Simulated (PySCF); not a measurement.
## Electron correlation in Pb(77+) (lead, charge +77)

Starting occupation: [He] 2s2 2p1, 2p1/2 with m_j = +1/2. Computed with PySCF 2.14 in an uncontracted even-tempered set (16 s from 69 bohr⁻², ratio 2.4; 13 p from 90 bohr⁻², ratio 2.4; 5 d from 290 bohr⁻², ratio 2.6; 4 f from 430 bohr⁻², ratio 2.6), with X2C-1e with screened-nucleus spin-orbit coupling, Gaussian nucleus. Frozen: nothing; 5 electrons correlated; the 28 highest virtual spinors left out.

MP2 pair energies summed by pair of shells (mhartree):

```
       pair  energy  share (%)
2s1/2-2s1/2  -85.30       36.5
1s1/2-1s1/2  -68.45       29.3
2p1/2-2s1/2  -39.21       16.8
1s1/2-2s1/2  -26.55       11.4
1s1/2-2p1/2  -14.24        6.1
```

Total MP2 correlation energy: -233.76 mhartree.

At this charge the one-electron X2C treatment keeps the bare 1/r₁₂, with no two-electron picture change or Breit term. That inflates the 1s pair energies well beyond their four-component values.
